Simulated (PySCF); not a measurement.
Computed with core-valence-separated Tamm–Dancoff BHandHLYP/aug-pcX-1 (pcseg-1 on H, def2-SVPD on Si) in PySCF, non-relativistic, gas phase, PBE0-D3(BJ)/def2-SVP geometry. BHandHLYP without relativity tends to put these K edges a few eV too low, so spacings mean more than positions.

Main lines of an unknown, eV (oscillator strength): C K: 281.9 (0.094), 281.9 (0.134), 285.7 (0.014), 285.8 (0.021), 286.6 (0.039); O K: 531.6 (0.014), 532.9 (0.022), 533.4 (0.004), 534.1 (0.010), 534.2 (0.005). Listed: the first five lines at most of each edge with a tenth or more of its strongest line's intensity; roots within 0.03 eV on the same or equivalent atoms are summed. Only the lowest roots were sought, and the top ones are left out.

Question: Which candidate gives them?
A. `C1C=C[SiH](C=1)O[SiH3]`
B. `C#C[C@@H]1C[SiH2]O[SiH2]1`
C. `C#C[Si@H]1CC[SiH2]O1`
D. `O[SiH]1C=C[SiH2]C=C1`

Answer: D. 

- `O[SiH]1C=C[SiH2]C=C1`: C K: 281.9 (0.094), 281.9 (0.134), 285.7 (0.014), 285.8 (0.021), 286.6 (0.039); O K: 531.6 (0.014), 532.9 (0.022), 533.4 (0.004), 534.1 (0.010), 534.2 (0.005). First C line listed at 281.9 eV, hole on the alkene CH carbon; first O line listed at 531.6 eV, hole on the silanol oxygen.
- `C#C[Si@H]1CC[SiH2]O1`: C K: 282.7 (0.050), 282.8 (0.053), 283.0 (0.053), 283.2 (0.055), 285.3 (0.009); O K: 532.2 (0.004), 533.0 (0.023), 533.3 (0.006), 533.5 (0.021), 534.2 (0.003). First C line listed at 282.7 eV, hole on the alkyne carbon (1s→π*); first O line listed at 532.2 eV, hole on the siloxane oxygen.
- `[SiH3]O[SiH]1C=CC=C1`: C K: 281.5 (0.095), 282.2 (0.105), 285.5 (0.025), 286.1 (0.016), 286.2 (0.036); O K: 531.5 (0.005), 533.0 (0.013), 533.8 (0.016), 534.1 (0.016), 534.2 (0.003). First C line listed at 281.5 eV, hole on the alkene CH carbon; first O line listed at 531.5 eV, hole on the siloxane oxygen.
- `C#C[C@@H]1C[SiH2]O[SiH2]1`: C K: 283.5 (0.061), 283.8 (0.055), 283.8 (0.067), 283.9 (0.047), 285.6 (0.008); O K: 532.3 (0.003), 533.2 (0.026), 533.5 (0.006), 533.8 (0.023), 534.2 (0.010). First C line listed at 283.5 eV, hole on the terminal alkyne carbon (1s→π*); first O line listed at 532.3 eV, hole on the siloxane oxygen.

One conformer each; other structures than these candidates weren't tested.

The values belong to the conformer `[OH:1][SiH:2]1[CH:3]=[CH:4][SiH2:5][CH:6]=[CH:7]1`: H–O1–Si2–C3 62°.
